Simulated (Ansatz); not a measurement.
Basis-set series for Br₂HOSi, SMILES `O[Si](Br)Br` radical. Charge 0, multiplicity 2. The geometry is a stationary point of PBE0-D4/def2-TZVP. It is one conformer, not always the lowest.

| atom | x (Å) | y (Å) | z (Å) |
| --- | --- | --- | --- |
| O1 | -0.8674 | 0.8007 | -0.4051 |
| Si2 | 0.4838 | 0.2494 | 0.3304 |
| Br3 | 2.0302 | 0.0609 | -1.2436 |
| Br4 | 0.0613 | -1.7196 | 1.2986 |
| H5 | -1.7078 | 0.6086 | 0.0197 |

```
functional       basis  functions  energy (Eh)  HOMO (eV)  LUMO (eV)
   PBE0-D4  def2-TZVPP        183  -5512.99004      -6.61      -3.11
   PBE0-D4  def2-QZVPP        335  -5513.10970      -6.64      -3.15
   ωB97M-V  def2-TZVPP        183  -5513.45242      -8.35      -1.53
   ωB97M-V  def2-QZVPP        335  -5513.56747      -8.39      -1.60
```

Give the rows for def2-SVP. (An estimate is asked.)

Ansatz gave: 
```tsv
functional	basis	functions	energy (Eh)	HOMO (eV)	LUMO (eV)
PBE0-D4	def2-SVP	101	-5512.15964	-6.51	-3.07
ωB97M-V	def2-SVP	101	-5512.62399	-8.23	-1.42
```

HOMO and LUMO are taken over both spins. Scalar relativity is left out up to krypton.
